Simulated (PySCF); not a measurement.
## Spinor energies of Pr³¹⁺ (praseodymium, charge +31)

Start: [Ar] 3d10. Calculated with PySCF 2.14 in an uncontracted even-tempered set (16 s from 5.2 bohr⁻², ratio 2.8; 13 p from 6.8 bohr⁻², ratio 2.8; 8 d from 6.8 bohr⁻², ratio 2.8; 3 f from 29 bohr⁻², ratio 3): generalised Hartree-Fock with the X2C-1e Hamiltonian and a Gaussian nucleus; one run each with spin-orbit coupling (SO) switched off, then screened by Boettger's factors.

```json
{"spinor shell": "1s1/2", "electrons": "2", "ε, spin-free (eV)": "-43355.4", "ε, screened SO (eV)": "-43349.8", "weight of nominal j (screened SO)": "1.000", "rms radius, screened SO (bohr)": "0.0275"}
{"spinor shell": "2s1/2", "electrons": "2", "ε, spin-free (eV)": "-8026.0", "ε, screened SO (eV)": "-8024.4", "weight of nominal j (screened SO)": "1.000", "rms radius, screened SO (bohr)": "0.111"}
{"spinor shell": "2p1/2", "electrons": "2", "ε, spin-free (eV)": "-7298.8", "ε, screened SO (eV)": "-7638.5", "weight of nominal j (screened SO)": "1.000", "rms radius, screened SO (bohr)": "0.0956"}
{"spinor shell": "2p3/2", "electrons": "4", "ε, spin-free (eV)": "-7298.8", "ε, screened SO (eV)": "-7150.1", "weight of nominal j (screened SO)": "1.000", "rms radius, screened SO (bohr)": "0.101"}
{"spinor shell": "3s1/2", "electrons": "2", "ε, spin-free (eV)": "-2590.7", "ε, screened SO (eV)": "-2590.3", "weight of nominal j (screened SO)": "1.000", "rms radius, screened SO (bohr)": "0.285"}
{"spinor shell": "3p1/2", "electrons": "2", "ε, spin-free (eV)": "-2354.8", "ε, screened SO (eV)": "-2426.5", "weight of nominal j (screened SO)": "1.000", "rms radius, screened SO (bohr)": "0.276"}
{"spinor shell": "3p3/2", "electrons": "4", "ε, spin-free (eV)": "-2354.8", "ε, screened SO (eV)": "-2323.2", "weight of nominal j (screened SO)": "1.000", "rms radius, screened SO (bohr)": "0.288"}
{"spinor shell": "3d3/2", "electrons": "4", "ε, spin-free (eV)": "-2033.2", "ε, screened SO (eV)": "-2046.4", "weight of nominal j (screened SO)": "1.000", "rms radius, screened SO (bohr)": "0.257"}
{"spinor shell": "3d5/2", "electrons": "6", "ε, spin-free (eV)": "-2033.2", "ε, screened SO (eV)": "-2024.2", "weight of nominal j (screened SO)": "1.000", "rms radius, screened SO (bohr)": "0.261"}
```

```json
{"quantity": "E (hartree)", "spin-free": "-8714.85271", "screened SO": "-8719.03119"}
{"quantity": "M_J", "spin-free": "0", "screened SO": "0"}
{"quantity": "⟨J²⟩", "spin-free": "0.000", "screened SO": "0.000"}
{"quantity": "⟨L²⟩", "spin-free": "0.000", "screened SO": "0.023"}
{"quantity": "⟨S²⟩", "spin-free": "0.000", "screened SO": "0.023"}
```

Breit and QED terms are absent; they matter most for the inner s and p1/2 levels.

Densities and radii are taken from the X2C orbitals without a picture-change correction, which distorts them close to the nucleus.

Without spin-orbit coupling the j labels of p, d and f shells carry no meaning; the spin-free column gives the mean over the occupied spinors of each nl shell.
